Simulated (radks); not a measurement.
The numbers below are computed, except where a source is named.
Valence configurations of Rb I (all share [Kr]). Code: a radial shooting solver on a logarithmic mesh with Libxc functionals. Model: scalar-relativistic Kohn-Sham, r2SCAN, spin-polarised, spherical densities, finite nucleus; open shells are filled with parallel spins first (spin-orbit coupling, left out, can overturn this in heavy ions); meta-GGA in the generalised Kohn-Sham scheme; Fermi nuclear charge, rms radius 4.2036 fm. Energies are relative to 5s1; eigenvalues in eV for spin up.

| valence | E (eV) | moment (Bohr magnetons) | e(4d) | e(5p) | e(5s) |
|---|---|---|---|---|---|
| 5s1 | 0.000 | 1 | - | - | -2.495 |
| 4d0.5 5s0.5 | 1.244 | 1 | -0.422 | - | -2.770 |
| 5p1 | 1.541 | 1 | - | -1.446 | - |
| 4d1 | 2.352 | 1 | -0.634 | - | - |

NIST lists [Kr] 5s1 as the ground configuration; this level of theory agrees among the configurations tried. The energies are those of spherical high-spin densities, not of single terms.
